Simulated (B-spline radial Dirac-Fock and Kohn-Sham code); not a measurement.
L3 emission of Pd⁵⁺

System: the Pd⁵⁺ ion, configuration 1s2 2s2 2p6 3s2 3p6 3d10 4s2 4p6 4d5, inside a Watson sphere of charge -5 and radius 1.6 Å (a model of the Madelung potential; inside it an electron's potential energy is raised by 45.0 eV).

Method: independent-particle radiative and Coulomb Auger rates from relativistic LDA hole-state orbitals, with Dirac-Fock energies. Computed with an atomic code on a B-spline grid.

| line | multipole | energy (eV) | width (meV) | share (%) |
| --- | --- | --- | --- | --- |
| Lℓ | E1 | 2502.7 | 3.37 | 3.14 |
| Lα2 | E1 | 2835.9 | 9.81 | 9.16 |
| Lα1 | E1 | 2841.2 | 87.1 | 81.3 |
| Lβ6 | E1 | 3088.5 | 0.693 | 0.647 |
| Lβ15 | E1 | 3186.0 | 0.618 | 0.577 |
| Lβ2 | E1 | 3186.6 | 5.52 | 5.15 |

The listed lines hold 100.0 % of the radiative rate. The radiative width is 0.107 eV in the length form and 0.109 eV in the velocity form; the two differ because the transition energies are not eigenvalue differences of the potential that gave the orbitals.
